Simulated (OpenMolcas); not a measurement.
## Ionisation energies of vanadium

| Property | Result |
| --- | --- |
| Program | OpenMolcas 26.06 |
| Basis | ANO-RCC-VDZP [5s4p2d1f] |
| Scalar Hamiltonian | DKH2, point nucleus |
| Spin-orbit coupling | state interaction with AMFI integrals over the reference wave functions, term energies averaged over their components |

Active shells in each charge state: the valence d, s shells, with orbitals averaged over the low states. Where CASPT2's correlated closed shells are named, they are those of the first ion.

A. CASSCF
B. SS-CASPT2, IPEA 0.25 Eh, imaginary shift 0.1 Eh (closed shells correlated: 3s 3p)
C. SS-CASPT2, IPEA 0 Eh, imaginary shift 0.1 Eh (closed shells correlated: 3s 3p)
D. SS-CASPT2, IPEA 0.25 Eh, imaginary shift 0.1 Eh (closed shells correlated: 2s 2p 3s 3p)

Energies in eV between the lowest computed levels, named as in B; reference values from the NIST Atomic Spectra Database with their kind.

```tsv
From	To	A	B	C	D	Spin-orbit share in B	Reference
V 3d³ 4s² ⁴F_3/2	V+ 3d³ 4s ⁵F₁	5.704	7.060	7.207	7.067	-0.006	6.746 (measured)
V+ 3d³ 4s ⁵F₁	V2+ 3d³ ⁴F_3/2	13.437	14.391	14.472	14.400	-0.005	14.634 (measured)
```

Other lowest levels: A, V 3d⁴ 4s ⁶D_1/2 to 3d³ 4s ⁵F₁.

Error against the reference values, in %:

| From | Reference | A | B | C | D |
| --- | --- | --- | --- | --- | --- |
| V | measured | -15.4 | +4.7 | +6.8 | +4.8 |
| V+ | measured | -8.2 | -1.7 | -1.1 | -1.6 |

Mean absolute error over the 2 measured values: A 1.12 eV, B 0.28 eV, C 0.31 eV, D 0.28 eV.

The lowest level within the active space need not be the ion's true ground level.
